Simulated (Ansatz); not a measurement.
Geometry optimisation, Ansatz, RKS PBE/STO-3G.

The input (input.yaml):

```yaml
crystal:
  periodic: [false, false, false]
  atoms:
    - { symbol: C, position_ang: [-1.2133, -1.0748, 0.7063] }
    - { symbol: "N", position_ang: [-0.036, -0.5023, 1.2746] }
    - { symbol: Al, position_ang: [0.9095, 0.5222, -0.0448] }
    - { symbol: "N", position_ang: [1.6503, -0.3118, -1.6273] }
    - { symbol: S, position_ang: [1.3083, 2.7248, 0.2846] }
    - { symbol: H, position_ang: [-1.9167, -0.192, 0.3276] }
    - { symbol: H, position_ang: [-1.7892, -1.5988, 1.4727] }
    - { symbol: H, position_ang: [-0.9876, -1.7078, -0.1468] }
    - { symbol: H, position_ang: [-0.296, 0.1806, 2.0805] }
    - { symbol: H, position_ang: [1.085, 0.136, -2.399] }
    - { symbol: H, position_ang: [1.2409, -1.314, -1.5702] }
    - { symbol: H, position_ang: [2.51269, 2.46561, 0.90818] }
basis:
  gaussian: { orbitals: STO-3G }
hamiltonian:
  xc: pbe
relax:
  f_tol: 0.015
  max_steps: 40
output:
  orbitals: {}
```

Launched with:

```bash
$ ansatz run input.yaml --threads 1 --pin off --max-ram 2048MiB --backend cpu --events-out ev --progress --plain --runs-dir out
```

Task: Where does it end, and by what steps?

Result: The forces met the threshold. Limits of this set-up: minimal basis. After 18 steps the energy has fallen by 1.392 eV; H12 moved furthest, 1.16 Å.

```csv
step,energy less start (eV),largest force component (eV/Å),accepted
0,0.0000,4.617,yes
1,-0.7722,1.426,yes
2,-0.9176,1.252,yes
3,-0.9940,1.541,yes
4,-1.0827,1.163,yes
5,-1.2192,0.603,yes
6,-1.3090,0.448,yes
7,-1.3261,0.599,yes
8,-1.3417,0.975,yes
9,-1.3818,0.157,yes
10,-1.3803,0.176,no
11,-1.3890,0.059,yes
12,-1.3891,0.138,yes
13,-1.3848,0.288,no
14,-1.3910,0.068,yes
15,-1.3920,0.020,yes
16,-1.3833,0.255,no
17,-1.3902,0.354,no
18,-1.3922,0.011,yes
```

```xyz
12
Properties=species:S:1:pos:R:3
C -1.316 -1.166 0.731
N -0.464 -0.006 1.071
Al 0.858 0.663 0.131
N 1.336 -0.141 -1.342
S 1.865 2.387 0.843
H -2.377 -0.891 0.505
H -1.353 -1.931 1.545
H -0.916 -1.674 -0.172
H -0.814 0.454 1.944
H 2.079 0.185 -1.996
H 0.853 -0.961 -1.766
H 2.716 2.410 -0.228
```

Time of the run: 94 s on 1 thread of Arm Neoverse N1, on a shared host, peak memory 0.16 GiB.
